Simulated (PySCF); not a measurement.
A structure optimised at B3LYP-D3(BJ)/def2-SVP, used in a PySCF frequency run:

```xyz
10

Bi    -0.0233     0.2934     0.0000
H      1.7853     0.4352     0.0000
C      0.0087    -1.2945     1.6655
H      0.2685    -0.8163     2.6202
H     -0.9930    -1.7415     1.7374
H      0.7482    -2.0671     1.4178
C      0.0087    -1.2945    -1.6655
H      0.2685    -0.8163    -2.6202
H      0.7482    -2.0671    -1.4178
H     -0.9930    -1.7415    -1.7374
```

Task: Write its SMILES, formula and point group.

Result: [CH3][BiH][CH3], C2H7Bi, Cs

Task: What are its rotational constants (standard atomic weights)?

Result: 6.3838, 5.2015, 3.0962 GHz
